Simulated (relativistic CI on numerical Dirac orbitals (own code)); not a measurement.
One change at a time: Nd5+

Base calculation: Dirac-Coulomb-Breit CI, separate exchange-only KLI orbitals for each configuration, QED by a radiative potential, valence Slater integrals scaled by 0.85, P86 correlation energy added to each configuration.

Configurations in the expansion (outside the closed core [Kr] 4d10): 4f²5s²5p⁵, 4f5s²5p⁶, 5s²5p⁶5d, 4f³5s²5p⁴, 4f²5s5p⁶, 4f²5s²5p⁴5d, 4f5s²5p⁵5d, 5s²5p⁶6s, 4f5s²5p⁵6s, 5s²5p⁶5f, 5s²5p⁶6p, 4f²5s5p⁵5d, 4f5s²5p⁵6p, 4f³5s5p⁵, 4f²5s²5p⁴5g, 4f²5s²5p⁴6s, 4f5s²5p⁵5f, 4f5s²5p⁵6d, 5s²5p⁵6s6p, 4f5s²5p⁵7s, 5s²5p⁶5g, 5s²5p⁵5f6s, 4f5s²5p⁵8s, 5s²5p⁵5d², 5s5p⁶5d², 5s²5p⁴5d³, 4f5s5p⁶5d, 5s5p⁶5d6s, 4f5s²5p⁴6s², 4f5s²5p³5d6s², 5s²5p⁴5d6s², 4f5s5p⁶6s, 5s5p⁶6s², 5s²5p⁵6s². Double excitations out of closed p, d and f shells are left out; levels of such configurations are missing from the list, as are those of other unlisted configurations, and high levels can miss mixing partners.

Variants: (1) no correlation estimate; (2) Slater integrals left unscaled; (3) configuration mixing switched off. Shifts of the energy above 4f5s²5p⁶ ²F°5/2, in cm⁻¹, for the lowest level and the first level of each name with at least 55 % of one term (blank where a level changes its place among those of its configuration and J or its character, or is not in the variant):

| Level | Base | Δ(1) | Δ(2) | Δ(3) |
| --- | --- | --- | --- | --- |
| 4f5s²5p⁶ ²F°5/2 | 0.0 | 0.0 | 0.0 | 0.0 |
| 4f5s²5p⁶ ²F°7/2 | 3709.7 | -0.1 | -6.9 | +34.0 |
| 4f²5s²5p⁵ ⁴G°5/2 | 54064.3 | +1420.7 | -3867.2 | +326.3 |
| 4f²5s²5p⁵ ⁴G°7/2 | 56601.0 | +1420.7 | -3736.4 | +316.6 |
| 4f²5s²5p⁵ ⁴G°9/2 | 59702.9 | +1420.7 | -3562.4 | +292.7 |
| 4f²5s²5p⁵ ⁴G°11/2 | 63375.9 | +1421.5 |  | +262.6 |
| 4f²5s²5p⁵ ⁴I°13/2 | 63891.0 | +1419.6 | -2359.3 | -381.3 |
| 4f²5s²5p⁵ ⁴I°15/2 | 65078.3 | +1417.2 | -2509.7 | -601.8 |
| 4f²5s²5p⁵ ⁴D°3/2 | 66123.3 | +1426.9 | -1972.7 | +549.6 |
| 4f²5s²5p⁵ ⁴D°1/2 | 66729.2 | +1430.3 | -2058.9 | +863.3 |
| 4f²5s²5p⁵ ²F°5/2 | 68434.7 | +1426.2 | -1794.1 | +756.6 |
| 4f²5s²5p⁵ ²H°11/2 | 72519.0 | +1424.4 | -1069.2 | -43.2 |
| 4f²5s²5p⁵ ⁴H°13/2 | 73195.4 | +1431.6 | -1418.5 | +780.2 |
| 4f²5s²5p⁵ ⁴P°5/2 | 84076.9 | +1430.7 | +527.9 | +980.8 |
| 4f²5s²5p⁵ ²H°9/2 | 85708.7 | +1424.8 | +482.0 | +613.0 |
| 4f²5s²5p⁵ ²K°15/2 | 86045.5 | +1428.1 | +1343.4 | -221.8 |
| 4f²5s²5p⁵ ⁴P°3/2 | 88049.1 | +1432.3 | +834.3 | +950.9 |
| 4f²5s²5p⁵ ²P°1/2 | 88157.6 | +1444.5 | +950.0 | +1855.7 |
| 4f²5s²5p⁵ ²K°13/2 | 95573.8 | +1441.8 | +2175.4 | +789.3 |
| 4f²5s²5p⁵ ²D°3/2 | 95861.8 | +1432.7 | +2165.5 | +1176.9 |

At this charge configurations can still be misplaced by up to about 7 % of their energy. Levels and lines within the n = 5 or 6 shells can be off by up to 10 % or somewhat more, and those that change n by about 2 %, since core polarisation is missing. Levels that differ in their count of f electrons can be misplaced by several ten thousand cm⁻¹, since the correlation energy of f electrons is missing or only estimated; rates across such gaps can be off by orders of magnitude. The computed lowest level isn't the tabulated ground level, which NIST ASD gives as 4f2 5s2 5p5 °.

Ionisation energy from the two ground configurations alone: base 81.87 eV; no correlation estimate 80.46 eV; Slater integrals left unscaled 81.77 eV. The NIST ASD value (theoretical) is 84 eV. The gap of more than 2 % comes from missing correlation, or from a tabulated value that is itself an estimate.

LS names give the leading component of a level, which can be under half, so a name can repeat, a term be missing and a line seem to break the LS rules.
